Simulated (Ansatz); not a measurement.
C3H7ClSi, SMILES `C/C(Cl)=C\[SiH3]`, relaxed with RKS PBE0-D4/def2-TZVP in Ansatz 0.2.0 from a PBE-D4/def2-SVP geometry. The force threshold is 0.005 eV/Å; the program also tests the step.

Charge 0, multiplicity 1.

Start:

```xyz
12

C    -1.299    0.944   -0.383
C     0.149    0.843   -0.748
Cl    0.640    2.066   -1.920
C     1.053   -0.048   -0.287
Si    0.677   -1.404    0.959
H    -1.938    0.827   -1.283
H    -1.586    0.171    0.357
H    -1.525    1.943    0.044
H     2.083    0.031   -0.673
H    -0.368   -2.362    0.447
H     0.172   -0.842    2.264
H     1.943   -2.170    1.224
```

```json
{"step": "1", "energy (eV)": "-23615.4755", "largest force (eV/Å)": "0.567", "largest move (Å)": "0.000"}
{"step": "2", "energy (eV)": "-23615.5255", "largest force (eV/Å)": "0.224", "largest move (Å)": "0.036"}
{"step": "3", "energy (eV)": "-23615.5296", "largest force (eV/Å)": "0.090", "largest move (Å)": "0.012"}
{"step": "4", "energy (eV)": "-23615.5298", "largest force (eV/Å)": "0.043", "largest move (Å)": "0.004"}
{"step": "5", "energy (eV)": "-23615.5299", "largest force (eV/Å)": "0.015", "largest move (Å)": "0.004"}
{"step": "6", "energy (eV)": "-23615.5299", "largest force (eV/Å)": "0.005", "largest move (Å)": "0.002"}
{"step": "7", "energy (eV)": "-23615.5299", "largest force (eV/Å)": "0.004", "largest move (Å)": "0.002"}
```

End:

```xyz
12

C    -1.281    0.922   -0.371
C     0.156    0.832   -0.742
Cl    0.629    2.045   -1.901
C     1.049   -0.042   -0.291
Si    0.661   -1.379    0.945
H    -1.912    0.804   -1.256
H    -1.549    0.153    0.356
H    -1.504    1.902    0.058
H     2.065    0.032   -0.668
H    -0.376   -2.315    0.429
H     0.158   -0.810    2.225
H     1.904   -2.145    1.216
```

Hardware: 4 threads of an Arm Neoverse V2 on a shared host. Wall time 23 s, peak host memory 0.59 GiB.
